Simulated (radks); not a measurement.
Values are calculated unless marked as measured or tabulated.
Excited configurations of neutral oxygen: one electron is placed in a higher orbital outside [He] 2s2 2p3. The ground configuration is [He] 2s2 2p4. Level of theory: scalar-relativistic Kohn-Sham, PBE, spin-unpolarised, spherical densities, point nucleus (a radial shooting solver on a logarithmic mesh with Libxc functionals). Excitation = E - E(ground); binding = E(ion) - E, where the ion is the core of charge +1; n* = 1/sqrt(2 binding) in atomic units, and the quantum defect is n - n*.

3s: excitation (eV) 12.077; binding (eV) 4.353; n* 1.768; <r> (bohr) 4.874
3p: excitation (eV) 13.568; binding (eV) 2.862; n* 2.180; <r> (bohr) 6.412
3d: excitation (eV) 14.860; binding (eV) 1.571; n* 2.943; <r> (bohr) 10.17
4p: excitation (eV) 14.941; binding (eV) 1.490; n* 3.022; <r> (bohr) 13.60
4d: excitation (eV) 15.449; binding (eV) 0.982; n* 3.722; <r> (bohr) 19.19
4f: excitation (eV) 15.524; binding (eV) 0.906; n* 3.874; <r> (bohr) 17.55
5s: excitation (eV) 15.330; binding (eV) 1.101; n* 3.515; <r> (bohr) 19.84
5d: excitation (eV) 15.770; binding (eV) 0.661; n* 4.537; <r> (bohr) 30.85
5f: excitation (eV) 15.809; binding (eV) 0.622; n* 4.677; <r> (bohr) 29.83
6p: excitation (eV) 15.823; binding (eV) 0.607; n* 4.733; <r> (bohr) 36.05
7d: excitation (eV) 16.078; binding (eV) 0.352; n* 6.213; <r> (bohr) 62.27

The Delta-SCF ionisation energy is 16.431 eV (NIST Atomic Spectra Database: 13.618 eV, measured). Self-interaction in the functional shifts the binding energies and quantum defects, so they are the method's values and not measured ones. Spin polarisation and multiplet splitting are left out, so open shells lie too high by an amount that depends on their filling.

Beside tabulated values, note that spin-unpolarised runs miss the spin-polarisation part of the exchange energy of open shells.
